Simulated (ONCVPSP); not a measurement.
**zirconium: one change to an ONCV potential, before and after**

ONCVPSP 4.0.1 input, shortened (lines: element, Z, core and valence counts, functional; n l f; lmax; l rc ep ncon nbas qcut; lloc lpopt rc5 dvloc0; l nproj debl; icmod fcfact rcfact), revPBE, scalar-relativistic:

```
  Zr 40.00    8    3  -102130      upf
    1    0    2.00
    2    0    2.00
    2    1    6.00
    3    0    2.00
    3    1    6.00
    3    2   10.00
    4    0    2.00
    4    1    6.00
    4    2    2.00
    5    0    1.50
    5    1    0.50
    2
    0    3.20    0.00    3    6    2.10
    1    3.80    0.00    4    8    2.10
    2    2.55    0.00    5   10    6.70
    4    4    1.60    1.00
    0    2    3.30
    1    2    2.60
    2    1    2.30
    1    0.40    0.00
```

Change: d: rc 3.64.

Cutoffs: the cutoffs (Ha) at which the residual kinetic energy of the hardest occupied pseudo-wave falls to 1 and 0.1 mHa per electron; they do not see the model core or the augmentation charge, which bear on the density cutoff. Errors are all-electron minus pseudo energies relative to the spin-unpolarised reference configuration.

Question: Predict the effect on cutoff, ghosts and configuration errors.

Answer: The potential gets softer (13 Ha and 16 Ha → 9.3 Ha and 11 Ha); of the 4 tests that both files solve, the error grows in 1 and shrinks in 1 by more than 15 % and 0.3 meV (median size 7.6 → 7.8 meV); neither file shows a bound ghost. A larger radius leaves more room for a smooth pseudo-wave, so fewer plane waves are needed.

| quantity | base | changed |
| --- | --- | --- |
| cutoff, loose | 13 Ha | 9.3 Ha |
| cutoff, tight | 16 Ha | 11 Ha |
| loose cutoff by channel | s 1.9 Ha, p 1.3 Ha, d 13 Ha | s 1.9 Ha, p 1.3 Ha, d 9.3 Ha |
| bound ghosts | none | none |
| GHOST(+) flags under 300 eV | s at 51.6 eV, p at 66.5 eV | s at 51.6 eV, p at 66.5 eV |
| error for 4d2 5s2 5p0, meV [ΔE -1.49 eV] | -0.8 | -0.8 |
| error for 4d2 5s1 5p0, meV [ΔE 5.57 eV] | -3.9 | -3.2 |
| error for 4d2 5s0 5p0, meV [ΔE 18.37 eV] | -31 | -36 |
| error for 4d2 5s0 5p2, meV [ΔE 4.66 eV] | -11 | -12 |
| s: phases at 3.24 bohr within 0.05 rad from the reference energy up to (Ha; the scan ends near 5) | 0.7 | 0.7 |
| p: phases at 3.86 bohr within 0.05 rad from the reference energy up to (Ha; the scan ends near 5) | n/a | n/a |
| rms error of d²Exc/dni dnj with the model core, mHa | 1.12 | 1.26 |
